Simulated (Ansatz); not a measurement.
## A barrier at the coupled-cluster level

Start structure (GaSiH$_{7}$O, singlet), relaxed at PBE0-D4/def2-TZVP:

Ga1  (-0.777, 0.379, -1.578)
H2  (0.372, 1.047, -2.428)
H3  (-0.752, -1.192, -1.385)
H4  (-2.130, 1.148, -1.363)
H5  (0.813, 1.425, 0.321)
O6  (0.163, 0.719, 0.355)
Si7  (0.511, -0.621, 1.315)
H8  (1.130, -0.105, 2.562)
H9  (1.454, -1.526, 0.620)
H10  (-0.784, -1.273, 1.582)
(Å)

The step: SiH₄O ([OH][SiH3]) + GaH₃ → GaSiH₅O ([SiH3][O][GaH2]) + H₂; bonds formed: H2–H5; dative contacts that become bonds: Ga1–O6; bonds broken: Ga1–H2, H5–O6. Computed with Ansatz 0.2.0 (basis: def2-TZVPP and def2-QZVPP); correlated methods freeze the cores. Filled d shells of the heavier atoms are correlated. The def2 sets are not built for correlating such inner shells, so the correlated values are less sure here. Extrapolation: Hartree–Fock as exp(−7.88 √X), correlation as X^−2.97. Energies below are by CCSD(T) at an estimated basis limit (MP2 extrapolated from triple and quadruple zeta, plus CCSD(T) − MP2 in triple zeta).

What are the electronic barrier and the energy of the step, from the start structure to the end structure? (To be estimated.)

Computed: Barrier 89.2 kJ/mol; step energy -17.9 kJ/mol (downhill); reverse barrier, their difference, 107.1 kJ/mol. Barrier and step energy count from the start structure, the reverse barrier from the end structure.

The saddle point: One imaginary mode of 1274i cm⁻¹.
```json
{"pair": "Ga1–O6", "start (Å)": "2.18", "saddle (Å)": "1.99", "end (Å)": "1.79"}
{"pair": "H2–H5", "start (Å)": "2.81", "saddle (Å)": "1.02", "end (Å)": "0.75"}
{"pair": "Ga1–H2", "start (Å)": "1.58", "saddle (Å)": "1.80", "end (Å)": "2.56"}
{"pair": "H5–O6", "start (Å)": "0.96", "saddle (Å)": "1.27", "end (Å)": "3.15"}
```

Zero-point energy (harmonic, PBE0-D4): ZPE is 158.8 kJ/mol at the start and 149.0 kJ/mol at the saddle, so the barrier goes from 89.2 to 79.4 kJ/mol.

No T1 diagnostic of these runs exceeds 0.014.

The step is the kind of ligand exchange by which a precursor binds to a hydroxyl group, or is hydrolysed, in atomic layer deposition of oxides.

Labels in which every atom is bracketed show which atoms are joined, not bond orders.

For scale, one of the runs: CCSD(T)/def2-TZVPP, 219 basis functions, launched by `ansatz run in.yaml --threads 4 --pin off --events-out ev --progress --plain --max-ram 9574MiB`. Time: 78 s of wall clock on 4 CPU threads of an Arm Neoverse V1; the host was shared. Peak host memory: 3.2 GiB.
